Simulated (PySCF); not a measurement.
## Magnetic susceptibility: `InChI=1S/C7H14/c1-6-4-3-5-7(6)2/h6-7H,3-5H2,1-2H3/t6-,7-/m1/s1`

Geometry (Å), atoms numbered from 1 in this order:
```xyz
21

C     0.882    1.952    0.003
C     0.169    0.685   -0.447
C    -1.364    0.826   -0.430
C    -1.924   -0.533    0.029
C    -0.714   -1.465    0.114
C     0.450   -0.531    0.448
C     1.815   -1.162    0.217
H     0.614    2.198    1.029
H     0.608    2.790   -0.634
H     1.961    1.825   -0.048
H     0.495    0.441   -1.463
H    -1.739    1.101   -1.415
H    -1.659    1.613    0.264
H    -2.680   -0.915   -0.656
H    -2.387   -0.435    1.012
H    -0.531   -1.935   -0.854
H    -0.847   -2.252    0.855
H     0.370   -0.223    1.496
H     1.941   -2.037    0.851
H     1.921   -1.472   -0.821
H     2.610   -0.456    0.449
```

Method used: GIAO CAM-B3LYP/pcSseg-1 magnetisability, rotational g tensor and spin-rotation constants, non-relativistic, gas phase (PySCF 2.14.0). Geometry: GFN2-xTB.

(1) What are the magnetisability and the molar susceptibility?

(2) Split it along the inertial axes a, b, c into diamagnetic and paramagnetic parts about the centre of mass, with the quadrupole moment.

(3) And the rotational g tensor?

Answers

(1) Isotropic -1396 × 10⁻³⁰ J/T², or -84.1 × 10⁻⁶ cm³/mol; principal values -1420, -1407, -1360 × 10⁻³⁰ J/T², anisotropy 54 × 10⁻³⁰ J/T² (root of half the summed squared differences of the principal values). The susceptibility is in cgs units.

(2) 
```
axis  χ (10⁻⁶ cm³/mol)  diamagnetic (10⁻⁶ cm³/mol)  paramagnetic (10⁻⁶ cm³/mol)  summed x² of all electrons (Å²)  quadrupole Θ (D Å)
   a             -85.2                      -531.7                        446.6                            112.3               -1.04
   b             -84.4                      -576.9                        492.5                            101.6               -0.77
   c             -82.6                      -907.4                        824.8                             23.7               +1.81
```
Anisotropies 2χaa − χbb − χcc = -3.3 and 2χbb − χaa − χcc = -1.0 × 10⁻⁶ cm³/mol. Θ is traceless in Buckingham's convention.

(3) 
```
axis  rotational constant (GHz)        g  nuclear part  electronic part
   a                     3.1004  +0.0020        0.6525          -0.6504
   b                     2.7855  +0.0006        0.6451          -0.6445
   c                     1.6189  -0.0022        0.6252          -0.6273
```
Asymmetric top; isotopes 12C, 1H; no vibrational averaging.
